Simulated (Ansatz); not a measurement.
C₂H₆AlClO (`C[O][AlH][CH2]Cl`). The species carries charge 0 and has multiplicity 1.

```xyz
11

C    -0.418    1.033   -1.591
O     0.371   -0.086   -1.329
Al    0.795   -0.958    0.050
C     0.214   -0.325    1.806
Cl   -1.209   -1.471    1.545
H    -0.703    1.576   -0.680
H     0.123    1.729   -2.240
H    -1.340    0.740   -2.106
H     1.679   -2.246   -0.116
H     0.704   -0.657    2.719
H    -0.216    0.664    1.942
```

**Question.** Give the diagnostics of a CCSD(T)/def2-TZVPP run (frozen core, the Gaussian-basis code of Ansatz). (Estimate.)

**Answer.** The calculation gave: T1 = 0.0114, largest single amplitude 0.019, largest double 0.021, (T) share of the correlation energy 3.8 %, 9 CCSD cycles. The RHF solution is stable towards an unrestricted one. T1 lies under the customary mark of 0.02 for closed shells.
